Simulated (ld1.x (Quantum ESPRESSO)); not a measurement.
Reading a pseudo-wave (calcium (Ca))

Columns: radius, all-electron u(r) and pseudo u(r) of the 3d shell (level -5.11 eV) of calcium in the configuration [Ar] 3d0 4s1.5 4p0; PBEsol, non-relativistic, TM scheme, ld1.x (Quantum ESPRESSO) 7.5.

```csv
r (bohr),all-electron,pseudo
0.173,0.0618,0.0167
0.345,0.2239,0.1138
0.518,0.3893,0.2986
0.690,0.5161,0.4965
0.862,0.5997,0.6309
1.035,0.6452,0.6828
1.208,0.6617,0.6819
1.380,0.6583,0.6635
1.553,0.6420,0.6423
1.725,0.6178,0.6178
1.898,0.5891,0.5891
2.070,0.5584,0.5584
2.242,0.5273,0.5273
2.415,0.4966,0.4966
2.588,0.4671,0.4671
2.760,0.4392,0.4392
2.932,0.4128,0.4128
3.105,0.3876,0.3876
3.278,0.3636,0.3636
3.450,0.3408,0.3408
3.623,0.3188,0.3188
3.795,0.2979,0.2979
3.968,0.2778,0.2778
4.140,0.2588,0.2588
4.312,0.2406,0.2406
4.485,0.2232,0.2232
```

Problem. How many radial nodes do the two functions have?

Solution. The all-electron 3d function has n − l − 1 = 0; the pseudo-wave has 0.

Problem. At about which radius was the pseudo-wave matched?

Solution. 1.75 bohr. The columns agree to 0.0005 from 1.55 bohr on; several derivatives are matched, so the curves merge somewhat inside the radius.

Problem. Is the pseudo-wave norm-conserving?

Solution. Yes: the TM scheme keeps the norm inside the radius equal to the all-electron one, which fixes the energy derivative of the logarithmic derivative at the level.
